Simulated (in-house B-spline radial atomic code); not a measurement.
**LDA VWN5 excitations of O V (O4+)**

Method: LDA VWN5. Computed with a B-spline radial code for spherical atoms: linear response of the closed shell [He] 2s2 with the functional's adiabatic kernel; non-relativistic, point nucleus, no spin-orbit coupling, no double excitations, S, P, D and F terms only.

Command:
```bash
python run_td.py task.json out
```
Settings (radii: box in bohr, nucleus in fm):
```
Z                        8
electrons                4
configuration            [He] 2s2
hamiltonian              nr
method                   lda,vwn
box_radius               19.1
intervals                48
```

Run time, properties included: 0.1 s on 1 thread of Arm Neoverse N1 (shared host).

The lowest states, in the order of their Tamm-Dancoff energies; the method's threshold (minus the highest occupied level) is 102.18 eV. Labels give the largest channel, * marks a mixed state, and oscillator strengths are full-response dipole values. Semilocal kernels can invert the small singlet-triplet splittings of Rydberg terms. Energies in eV:

```tsv
state	full response	Tamm-Dancoff	oscillator strength
2s → 2p 3P	?	?	-
2s → 2p 1P	18.054	19.130	0.48
2s → 3s 3S	65.56	65.57	-
2s → 3s 1S	67.14	67.17	-
2s → 3p 3P	?	?	-
2s → 3p 1P	69.34	69.34	0.399
2s → 3d 3D	71.49	71.51	-
2s → 3d 1D	72.28	72.29	-
2s → 4s 3S	84.17	84.17	-
2s → 4s 1S	84.62	84.63	-
```

(1) Where does 2s → 3p 3P lie?

(2) Where does 2s → 2p 3P lie?

(3) How large is the singlet-triplet splitting of 2s → 2p (P terms) in Tamm-Dancoff?

(4) What polarisabilities and dispersion coefficient does the method give?

## Answers

(1) At 69.08 eV in full response, 69.09 eV in Tamm-Dancoff.

(2) At 8.618 eV in full response, 9.345 eV in Tamm-Dancoff.

(3) 9.78 eV, from the unrounded values.

(4) Dipole 1.196 bohr³, quadrupole 0.5185 bohr⁵, C6 0.8099 hartree·bohr⁶ for two such species.
